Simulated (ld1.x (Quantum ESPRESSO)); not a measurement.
## What one change does to a pseudopotential (Cl, PAW)

ld1.x (Quantum ESPRESSO) 7.5 input, shortened:

```
&input
   title='Cl', zed=17., rel=1, dft='PZ', iswitch=3,
   config='[Ne] 3s2 3p5 3d-2'
 /
 &inputp
   pseudotype=3, lpaw=.true., tm=.true., lloc=-1, rcloc=1.30,
   nlcc=.true., new_core_ps=.true., rcore=0.85,
   which_augfun='PSQ', rmatch_augfun_nc=.true.
 /
5
3S  1  0   2.00   0.00  1.05  1.20  0.0
3S  1  0   0.00  -0.60  1.05  1.20  0.0
3P  2  1   5.00   0.00  1.00  1.35  0.0
3P  2  1   0.00   3.30  1.00  1.35  0.0
3D  3  2  -2.00   0.45  1.15  1.25  0.0
 &test
   configts(1)='3s2 3p5'
 /
```

All-electron outer shells of the reference configuration (LDA (PZ), scalar-relativistic, ld1.x):

```json
{"shell": "2s", "level (eV)": "-251.73", "outermost node (bohr)": "0.12", "outermost maximum (bohr)": "0.36"}
{"shell": "2p", "level (eV)": "-191.63", "outermost node (bohr)": "–", "outermost maximum (bohr)": "0.30"}
{"shell": "3s", "level (eV)": "-20.69", "outermost node (bohr)": "0.56", "outermost maximum (bohr)": "1.27"}
{"shell": "3p", "level (eV)": "-8.70", "outermost node (bohr)": "0.53", "outermost maximum (bohr)": "1.43"}
```

Change: waves 3s (bound): rcut 1.05, rcutus 1.52 bohr; 3s channel at -0.6 Ry: rcut 1.05, rcutus 1.52 bohr.

Cutoffs: the cutoffs (Ry, on a coarse ladder) from which the occupation-weighted sum of valence levels, in a spherical-Bessel basis at the reference potential, stays within 10 and 1 mRy of its value at 400 Ry; they do not see the model core or the augmentation charge, which bear on the density cutoff. Errors are all-electron minus pseudo energies relative to the spin-unpolarised reference configuration.

Problem. What does the change do?

Solution. The potential gets softer (30 Ry and 50 Ry → 25 Ry and 45 Ry); the errors of the 9 common tests hardly move; neither file shows a bound ghost. A larger radius leaves more room for a smooth pseudo-wave, so fewer plane waves are needed.

```tsv
quantity	base	changed
cutoff, loose	30 Ry	25 Ry
cutoff, tight	50 Ry	45 Ry
loose cutoff by channel (10 mRy a level)	s 21 Ry, p 15 Ry	s 8 Ry, p 15 Ry
bound ghosts	none	none
error for 3s2 3p4, meV [ΔE 13.97 eV]	-1.8	-1.8
error for 3s2 3p3, meV [ΔE 39.50 eV]	-8.8	-8.1
error for 3s2 3p2, meV [ΔE 77.89 eV]	-32	-28
error for 3s2 3p1, meV [ΔE 130.27 eV]	-95	-81
error for 3s2 3p5.3, meV [ΔE -2.17 eV]	+0.2	+0.2
error for 3s2 3p4.5, meV [ΔE 5.63 eV]	-0.6	-0.6
error for 3s1 3p6, meV [ΔE 12.05 eV]	-0.5	-0.4
error for 3s2 3p5 (spin-polarised), meV [ΔE -0.19 eV]	-0.1	-0.1
error for 3s2 3p4 (spin-polarised), meV [ΔE 13.09 eV]	-2.7	-2.4
lowest overlap eigenvalue by channel	s 0.48, p 0.73, d 1.00	s 0.40, p 0.73, d 1.00
```
